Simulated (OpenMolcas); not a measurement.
# Nd3+: effect of the level shift or regulariser

```json
{"Program": "OpenMolcas", "Basis": "ANO-RCC-VQZP [9s8p6d4f3g2h]", "Scalar Hamiltonian": "DKH2, point nucleus", "Active space": "3 electrons in 7 orbitals (4f)", "State averaging": "2S+1 = 4 odd, 35 roots; 2S+1 = 2 odd, 112 roots (105 in the spin-orbit step)", "Spin-orbit coupling": "state interaction with AMFI integrals over the reference wave functions, term energies averaged over their components"}
```

Methods on the same reference wave functions:
A. CASSCF
B. MS-CASPT2, IPEA 0.25 Eh, imaginary shift 0.1 Eh (closed shells correlated: 5s 5p)
C. MS-CASPT2, IPEA 0.25 Eh, real shift 0.2 Eh (closed shells correlated: 5s 5p)

Energies in cm⁻¹ above 4f³ ⁴I°_9/2, the measured ground level; measured values from the list in Arab et al., J. Quant. Spectrosc. Radiat. Transfer 229, 145 (2019) and Gaigalas et al. (2019), from Wyart et al. (2007).

```csv
Level,A,B,C,Measured
4f³ ⁴I°_9/2,0.0,0.0,0.0,0.0
4f³ ⁴I°_11/2,1981,2040,2030,1897
4f³ ⁴I°_13/2,4130,4200,4200,3907
4f³ ⁴I°_15/2,6397,6460,6450,5989
4f³ ⁴F°_3/2,15817,13040,13100,11698
4f³ ²H°_9/2(1) [74 %],15949,13030,13150,12800
4f³ ⁴F°_5/2,16892,14180,14230,12748
4f³ ⁴S°_3/2,17826,14770,14850,13792
4f³ ⁴F°_7/2,17906,15160,15220,13720
4f³ ⁴F°_9/2,19063,16320,16390,14995
4f³ ²H°_11/2(1),19272,16360,16490,16162
4f³ ²G°_7/2(1),22063,18660,18770,17655
4f³ ⁴G°_5/2,23982,20130,20220,17707
4f³ ²K°_13/2,24138,21770,21800,20005
4f³ ²G°_9/2(1) [57 %],24897,21550,21660,
4f³ ⁴G°_7/2,25512,21730,21820,19541
4f³ ²K°_15/2,26329,23960,23990,22044
4f³ ⁴G°_9/2,27125,23400,23490,
4f³ ⁴G°_11/2,28548,24760,24840,22047
4f³ ²P°_1/2,29975,24840,24990,
4f³ ²D°_5/2(1),30325,25510,25650,24333
4f³ ²I°_11/2,37838,33300,33380,30180
4f³ ²L°_15/2,38662,35240,35240,31036
4f³ ²I°_13/2,39085,34710,34780,31583
```

Deviations, from unrounded energies. A percentage is the sum of absolute deviations over the sum of measured energies, with the sign that they share, or ± where signs differ.

| Against measurement | Levels | A | B | C |
| --- | --- | --- | --- | --- |
| mean absolute deviation (cm-1) | 20 | 4400 | 1600 | 1600 |
| fine structure of the ground term (%) | 3 | +6.1 | +7.6 | +7.5 |
| other terms of the ground configuration (%) | 17 | +26.2 | +9.2 | +9.6 |

B, C lie about equally close to measurement and A furthest from it. The largest miss of B in the table is 4f³ ²L°_15/2, by +4200 cm-1. The ranking rests on the paired levels alone, and a cruder setting can come out closer through cancelling errors.

Between B and C the level of the table that moves most is 4f³ ²D°_5/2(1), by 150 cm-1 (lowest in B, highest in C). Moves below CASPT2's spread within the term are not significant.

The mean deviations of B to C differ by less than CASPT2's widest spread within a term (930 cm-1), so their order carries little weight.

From A to B the spin-free energies of the other terms of 4f³ shown, above ⁴I°, scale by factors of 0.79 to 0.90, as is usual when dynamic correlation screens the repulsion within a d or f shell.

The lowest spin-free term lies below A's lowest term by 0.304 hartree in B, 0.303 hartree in C.

Term energies are means over components that CASPT2 splits; among the terms shown or strongly mixed into the levels shown the widest spread is 930 cm-1 (4f³ ²L°, B). High states are left out of the spin-orbit mixing, which shifts the levels that they would mix with. Some levels mix across a computed gap that differs much from the measured one, so their mixing is not that of the real levels. Without dynamic correlation excited terms often stand tens of per cent too high (terms of higher spin than the ground term too low), and those without a measured partner can miss by more than the paired ones (holds for A). Blocks of more than 70 roots (2S+1 = 2 odd) ran without multistate coupling (holds for B; C). The CASPT2 spread within a term exceeds the gap to the next term for 4f³ ⁴G° and 4f³ ²K°, so the order of their levels is uncertain (holds for B; C). Computed and measured levels are paired by configuration, term and J; levels that our copy of the source lacks, or whose pairing is in doubt (as where it misses far off the trend of its configuration), stay unpaired and out of the deviations. Only configurations of the active space appear. Levels that lie high or do not pair safely by name in every column are left out.

A share in square brackets marks a mixed level and gives the weight of the term that names it, the lowest over the columns. A number in round brackets counts repeated terms of one configuration in the order of the reference energies. ° marks odd parity.
